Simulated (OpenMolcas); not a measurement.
C+, Si+, Ge+, Sn+, Pb+: ns² np down the group

```yaml
Program: OpenMolcas
Method: RASSCF
Basis: ANO-R3
Scalar_Hamiltonian: X2C, finite nucleus
Spin-orbit_coupling: state interaction with AMFI integrals over the reference wave functions, term energies averaged over their components
```

Active space for each ion: 1 electron in 9 orbitals (RAS2 p; RAS3 s d, at most 1 electron).

Computed levels in cm-1 above ²P°_1/2:

```json
{"Level": "²P°_3/2", "C+": "61.9", "Si+": "253", "Ge+": "1575", "Sn+": "3768", "Pb+": "12085"}
{"Level": "weight of ²P° in the lowest level (%)", "C+": "100", "Si+": "100", "Ge+": "100", "Sn+": "100", "Pb+": "100"}
```

Measured, with the error of the calculation in %. Measured levels: C+, Si+, Ge+, Sn+, Pb+ from NIST Handbook of Basic Atomic Spectroscopic Data.

| Level | C+ | Si+ | Ge+ | Sn+ | Pb+ |
| --- | --- | --- | --- | --- | --- |
| ²P°_3/2 | 63.4 (-2.5) | 287 (-11.8) | 1767 (-10.9) | 4251 (-11.4) | 14081 (-14.2) |

The fine-structure level ²P°_3/2 changes by a factor of 195 from C+ to Pb+.

With one active electron the reference holds no correlation, so core polarisation is missing. Computed and measured levels are paired by configuration, term and J; levels that our copy of the source lacks, or whose pairing is in doubt (as where it misses far off the trend of its configuration), stay unpaired and out of the deviations. Only configurations of the active space appear.

° marks odd parity.
